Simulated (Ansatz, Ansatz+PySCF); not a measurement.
```tsv
atom	x (Å)	y (Å)	z (Å)
H	0.0000	0.0000	-0.5707
H	0.0000	0.0000	0.5707
```

Basis set: cc-pVDZ (spherical functions). All electrons are correlated. Charge 0, multiplicity 1.

Computed with Ansatz (development build ahead of 0.2.0); each method stands on the lowest determinant of its kind that the runs found. Restricted open shells among the atoms or ions are ROHF, correlated in semicanonical orbitals with singles. Restricted functionals stand beside restricted open-shell atoms, which can lie above the unrestricted atoms usual in DFT and then raise those values.

The atomization energy at this shape (free ground-state atoms in the same class of orbitals less the molecule, no zero-point energy) of singlet H₂:

```json
{"method": "r²SCAN (restricted)", "atomization energy": "74.72 kcal/mol"}
{"method": "ωB97X (unrestricted)", "atomization energy": "72.95 kcal/mol"}
{"method": "RHF-CCSD(T)", "atomization energy": "74.17 kcal/mol"}
{"method": "PBE (restricted)", "atomization energy": "74.53 kcal/mol"}
{"method": "PBE0 (restricted)", "atomization energy": "72.04 kcal/mol"}
{"method": "UHF-MP2", "atomization energy": "65.62 kcal/mol"}
```

(1) What does RHF give?

Results:

(1) 46.68 kcal/mol. Caution for RHF-CCSD(T), UHF-MP2: bonds are stretched, where a single reference can fail.
